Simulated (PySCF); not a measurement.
Cl2O2W, charge -1, doublet, geometry from GFN2-xTB (such geometries of metal compounds can be far from the true shape) (the multiplicity is a formal guess) (core potentials on W). Base run: PySCF with HF/def2-SVP.

Here is a job for PySCF.
```python
from pyscf import gto, scf

mol = gto.Mole()
mol.atom = '''
    W     0.34576007   -0.06853654    0.11336153
    O     1.47688500   -0.62473514   -1.01523362
    O     0.73427773    0.18643859    1.74018949
    Cl   -0.86901416    1.74336084   -0.74743684
    Cl   -1.67660626   -1.23876811   -0.08717494
'''
mol.basis = 'def2-svp'
mol.ecp = {'W': 'def2-svp'}
mol.charge = -1
mol.spin = 1
mol.verbose = 4
mol.build()

mf = scf.UHF(mol)
mf.kernel()
mf.analyze()
```

Variants of this job, named by their change:

```tsv
change	ΔE vs base (mEh)	fitting functions	outcome
base	0.000	-	converged
auxbasis = cc-pvqz-jkfit	-	-	input refused
only_dfj = on; auxbasis = def2-universal-jfit	-0.298	289	converged
auxbasis = even-tempered beta=1.6	0.067	1164	converged
auxbasis = autoaux	0.242	809	converged
auxbasis = even-tempered beta=2.0	0.002	792	converged
auxbasis = cc-pvtz-ri	-	-	input refused
auxbasis = default (with mf = mf.density_fit())	0.223	637	converged
auxbasis = def2-universal-jfit	4112.1	289	converged
auxbasis = cc-pvdz-jkfit	-	-	input refused
```

A fitting set is made for a task (jfit for Coulomb, jkfit for Coulomb and exchange, ri for correlation) and for a family of orbital bases.

Open shells are given as the SCF converged; they aren't shown to be the lowest states, and a large step between rows can be another state.

- auxbasis = cc-pvqz-jkfit: ended with `pyscf.lib.exceptions.BasisNotFoundError: Basis set not found for W in cc-pvqz-jkfit`
- auxbasis = cc-pvtz-ri: ended with `pyscf.lib.exceptions.BasisNotFoundError: Basis set not found for W in cc-pvtz-ri`
- auxbasis = cc-pvdz-jkfit: ended with `pyscf.lib.exceptions.BasisNotFoundError: Basis set not found for W in cc-pvdz-jkfit`
